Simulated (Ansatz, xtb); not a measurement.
Ligand exchange: C2H3N + GaH(CH3)(NH2) → CH2N2 + GaH(CH3)2

Gas-phase species: C2H3N (acetonitrile) `CC#N`, singlet; GaH(CH3)(NH2), singlet; CH2N2 (cyanamide) `N#CN`, singlet; GaH(CH3)2, singlet. The partners trade CH3 for NH2: C–CH3 and Ga–NH2 bonds give way to C–NH2 and Ga–CH3.

Shapes, held fixed at every level: PBE0-D4/def2-TZVP. Programs: Ansatz 0.2.0, xtb 6.7.1. Electronic energies: no zero-point or thermal term.

```json
{"level": "GFN0-xTB", "kind": "semi-empirical", "ΔE (kJ/mol)": "+30.5", "less CCSD(T)/def2-TZVPP": "-74.6", "CPU time (sum over the molecules)": "0.19 s"}
{"level": "HF/def2-SVP", "kind": "Hartree–Fock", "ΔE (kJ/mol)": "+98.5", "less CCSD(T)/def2-TZVPP": "-6.6", "CPU time (sum over the molecules)": "–"}
{"level": "SPW92/def2-TZVPP", "kind": "LDA", "ΔE (kJ/mol)": "+88.9", "less CCSD(T)/def2-TZVPP": "-16.2", "CPU time (sum over the molecules)": "8.9 s"}
{"level": "PBE-D4/def2-TZVPP", "kind": "GGA", "ΔE (kJ/mol)": "+89.5", "less CCSD(T)/def2-TZVPP": "-15.6", "CPU time (sum over the molecules)": "15 s"}
{"level": "r2SCAN0-D4/def2-TZVPP", "kind": "global hybrid", "ΔE (kJ/mol)": "+96.2", "less CCSD(T)/def2-TZVPP": "-8.9", "CPU time (sum over the molecules)": "28 s"}
{"level": "wB97M-V/def2-TZVPP", "kind": "range-separated hybrid", "ΔE (kJ/mol)": "+98.6", "less CCSD(T)/def2-TZVPP": "-6.5", "CPU time (sum over the molecules)": "61 s"}
{"level": "wB97X-V/def2-TZVPP", "kind": "range-separated hybrid", "ΔE (kJ/mol)": "+98.7", "less CCSD(T)/def2-TZVPP": "-6.4", "CPU time (sum over the molecules)": "46 s"}
{"level": "CCSD(T)/def2-TZVPP", "kind": "coupled cluster or CI", "ΔE (kJ/mol)": "+105.1", "less CCSD(T)/def2-TZVPP": "0.0", "CPU time (sum over the molecules)": "–"}
```

The highest level, CCSD(T)/def2-TZVPP, gives ΔE = +105.1 kJ/mol; the levels span +30.5 to +105.1. GFN0-xTB strays far from the other rows. The column of differences is taken from that level and isn't an error. No measured value is set beside it here. Relativity is left out for Ga. Outer-core shells of Ga are correlated, in sets that cover them unevenly. CCSD(T)/def2-TZVPP lies outside the range of the other correlated levels here, so it shouldn't be taken on trust. Times are processor times on shared x86 and Arm servers, and rough.
